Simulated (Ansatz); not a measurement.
Calculated with Ansatz (gas phase, PBE0-D4/def2-TZVP geometries, no zero-point term in ΔE). CBS: MP2 limit from def2 TZ/QZ plus the TZ coupled-cluster correction, frozen cores. Functionals use def2-TZVPP. B3LYP here is the variant with VWN-RPA as its local correlation; programs differ in this. Each species was taken in one conformer, which may not be the lowest.

Consider the isomerisation: `B/C(O)=C(/O)[SiH3]` → `CB(O)[SiH]1CO1`.

| level | ΔE (kJ/mol) | difference from CCSD(T)/CBS |
| --- | --- | --- |
| PBE-D4 | -214.3 | 3.9 |
| r2SCAN-D4 | -219.3 | -1.1 |
| B3LYP-D4 | -206.7 | 11.5 |
| ωB97M-V | -218.3 | -0.1 |
| PBE | -217.1 | 1.1 |
| r2SCAN | -219.9 | -1.7 |
| SCS-MP2/def2-TZVPP | -219.1 | -0.9 |
| HF/def2-QZVPP | -200.9 | 17.3 |
| MP2/def2-QZVPP | -226.2 | -8.0 |
| CCSD/CBS(def2) | -221.3 | -3.1 |
| CCSD(T)/CBS | -218.2 | 0 |

Largest T1 diagnostic among the species: 0.015.

The D4 term adds +4.6 kJ/mol with B3LYP and +2.2 kJ/mol with PBE0; it sums over pairs of atoms, weighted by their polarisabilities, and B3LYP, whose exchange is more repulsive, gets the larger term. In def2-TZVPP, CCSD(T) changes the Hartree–Fock value by −17.1 kJ/mol (the triples alone add +3.1 kJ/mol) and MP2 by −25.3 kJ/mol.
